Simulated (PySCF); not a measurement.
AsH5, SMILES [AsH5].

Geometry: PBE0-D3(BJ)/def2-TZVP.

These are HF/def2-TZVPD (PySCF) values and carry that method's errors.

Gas-phase values at a fixed geometry.

- total energy: -2236.97223 hartree
- point group: D3h
- highest occupied level: -8.67 eV
- lowest empty level: 1.61 eV
- orbital gap: 10.28 eV
- dipole moment: 0.00 D
- quadrupole, principal values (traceless, Buckingham form, about the centre of nuclear charge): -5.82, 2.91, 2.91 D·Å
- mean static polarisability: 39.4 bohr³ (5.83 Å³)
- polarisability, principal values: 35.7, 35.7, 46.6 bohr³
